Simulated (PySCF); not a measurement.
Dipole moment and polarisability of (F)3Si-O-SiH3

Species: (F)3Si-O-SiH3.
Cartesian coordinates in Å at the PBE0-D3(BJ)/def2-SVP level; atoms count from 1:
```
atom  x, y, z in Å
Si1    0.0466    1.4135   -0.6562
F2     1.4862    1.7063   -1.2768
F3    -0.9661    1.1696   -1.8656
F4    -0.4255    2.7197    0.1236
O5     0.0888    0.1523    0.3310
Si6   -0.0053   -1.4644    0.7394
H7     0.7302   -1.6505    2.0179
H8    -1.4377   -1.8358    0.9028
H9     0.6156   -2.2801   -0.3417
```

Level: CAM-B3LYP/def2-SVPD (PySCF), static field, nuclei fixed, core orbitals frozen in the response. The polarisability tensor in these axes (au):

```
x   48.23  0.07 -0.06
y    0.07 54.45 -3.36
z   -0.06 -3.36 49.91
```

Problem. Diagonalise the tensor; give its mean and Δα, where Δα² is half the sum of the squared differences of the eigenvalues.

Solution. Principal values 48.12, 48.23 and 56.23 au; mean 50.86 au = 7.54 Å³ = 8.39 × 10⁻⁴⁰ C²·m²/J; Δα = 8.06 au (16 % of the mean).

Problem. What is the dipole moment, and where does it point?

Solution. (-0.05, -2.19, 1.03) D, 2.42 D in size, pointing from the negative to the positive side. Measured along this direction, the outermost atoms are F4 at the negative end and H7 at the positive end.

Problem. Find the Langevin capture rate constant for H3O+ (19.018 u) meeting this molecule (131.967 u), k = 2.342 × 10⁻⁹ cm³/s × √(α in Å³ / reduced mass in u).

Solution. The reduced mass is 16.62 u, so k = 1.58 × 10⁻⁹ cm³/s. The formula leaves out the permanent dipole, which adds to the capture rate.

Problem. What depolarisation ratio follows for Rayleigh scattering of linearly polarised light, taking the static tensor?

Solution. ρ = 3Δα²/(45ᾱ² + 4Δα²) = 194.7/(116404 + 259.7) = 0.00167.

Problem. Give the eigenvalues of the traceless quadrupole moment Θ = ½Σq(3rr − r²1), origin at the centre of nuclear charge.

Solution. -2.07, -1.92, 3.99 D·Å. The values depend on the origin, since the dipole doesn't vanish. The electronic extent ⟨r²⟩ about the same centre is 950 bohr², a root-mean-square distance of 2.01 Å for the 66 electrons.

Isolated species at its PBE0-D3(BJ)/def2-SVP geometry, gas phase.

The run behind these numbers computed excited states and ΔSCF ions as well. Hardware: an Arm Neoverse V2 with one thread, no GPU, shared host with 32 logical CPUs at a one-minute load of 13. Cost: 75 s (grids of density and orbitals included), 0.82 GiB resident at most.
